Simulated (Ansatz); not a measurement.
**Question.** Name a neutral molecule of C, N, Se, Si and H with LUMO energy (B3LYP/def2-TZVPP) between -1.25 and -0.95 eV and size of the dipole moment (B3LYP/def2-TZVPP) between 1.15 and 1.45 D (Ansatz, PBE0-D4/def2-TZVP geometry).

**Answer.** `[SiH3]/N=C\[SeH]` (-1.20 eV, 1.21 D); `C1=N[SiH2]C[Se]1` (-1.00 eV, 1.42 D). Other molecules can fit too; these were computed, each in one conformer that needn't be the lowest.

B3LYP here is the variant with VWN-RPA as its local correlation; programs differ in this.
